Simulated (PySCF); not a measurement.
# Ionisation energy of Sc by level of theory

Sc [Ar] 3d1 4s2 (2D) → Sc⁺ [Ar] 3d1 4s1 (3D), as a difference of total energies. Calculation: PySCF 2.14, in aug-cc-pVDZ; the non-relativistic Hamiltonian (point nucleus). Correlated levels: valence: [Ar] frozen. The calculations carry no spin-orbit coupling.

```csv
method,ionisation energy (eV),difference from reference (eV)
UHF,5.368,-1.194
MP2 (valence),6.025,-0.537
SCS-MP2 (valence),6.157,-0.405
```

Reference: 6.562 eV (measured; NIST levels, between the centres of gravity of the two terms).

These non-relativistic numbers lack the scalar-relativistic shift.

Errors of the correlated levels include the incompleteness of this basis and the frozen core.

MP2 underrates the near-degeneracy of ns² with np² in the lower species.
